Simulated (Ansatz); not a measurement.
Mulliken charges of AlBrH4OSi (`[AlH2][O][SiH2]Br`) from r2SCAN/def2-TZVPP in Ansatz (PBE0-D4/def2-TZVP geometry).

| atom | x (Å) | y (Å) | z (Å) | charge (e) |
| --- | --- | --- | --- | --- |
| Al1 | -0.046 | 1.877 | 0.041 | 0.551 |
| O2 | -0.197 | 0.200 | 0.200 | -0.375 |
| Si3 | -0.091 | -1.402 | 0.103 | 0.512 |
| Br4 | 1.431 | -1.960 | -1.424 | -0.252 |
| H5 | -0.975 | 2.597 | -1.010 | -0.148 |
| H6 | 0.985 | 2.608 | 0.984 | -0.148 |
| H7 | -1.374 | -1.993 | -0.337 | -0.070 |
| H8 | 0.359 | -1.983 | 1.387 | -0.069 |

By hand: the dipole of these point charges (1 e Å = 4.8032 D).

Σ q r = (-0.289, 0.241, 0.291) e Å, of length 0.476 e Å = 2.29 D.

How does the dipole of the full density compare? (Best estimate.)

Computed: (-0.184, 0.222, 0.183) e Å, 1.64 D; the point charges give 1.40 times that, at 10° from its direction.

Point charges leave out the atoms' own dipoles, such as those of lone pairs, and Mulliken's split depends on the basis, so the two needn't agree.
